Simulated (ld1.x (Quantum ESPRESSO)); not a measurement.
## magnesium (Mg): PAW pseudisation with LDA (PZ), non-relativistic reference atom.

```json
{
  "Element": "magnesium (Mg)",
  "Generator": "ld1.x (Quantum ESPRESSO) 7.5",
  "Type": "PAW",
  "Functional": "LDA (PZ)",
  "Relativity": "non-relativistic",
  "Frozen core": "[Ne]",
  "Valence charge": "2",
  "Reference configuration": "3s2 3p0",
  "Partial waves": "3s (bound): rcut 2.05, rcutus 2.55 bohr; 3s channel at 0.55 Ry: rcut 2.05, rcutus 2.55 bohr; 3p (bound, empty): rcut 2.60, rcutus 2.75 bohr; 3p channel at 0.75 Ry: rcut 2.60, rcutus 2.75 bohr; 3d channel at 0.35 Ry: rcut 2.30, rcutus 2.95 bohr; 3d channel at 2.35 Ry: rcut 2.30, rcutus 2.95 bohr",
  "Local potential": "all-electron potential smoothed inside 2.65 bohr (lloc = -1)",
  "Core correction": "Bessel-smoothed model core inside 1.40 bohr",
  "Augmentation charge": "PSQ, inside the norm-conserving radii"
}
```

- Cutoffs needed: 6 Ry and 6 Ry (the cutoffs (Ry, on a coarse ladder) from which the occupation-weighted sum of valence levels, in a spherical-Bessel basis at the reference potential, stays within 10 and 1 mRy of its value at 400 Ry)
- Ghost test: no extra level below or beside the all-electron valence levels (s, p, d, f tested) (spherical-Bessel basis up to 400 Ry, 20 bohr box)
- Largest excitation error: -18 meV (all-electron minus pseudo) for 3s0 3p1, out of 5 test configurations
- Lowest eigenvalue of the overlap operator: 0.46 (s channel)
- Density cutoff estimated by the generator: 76 Ry
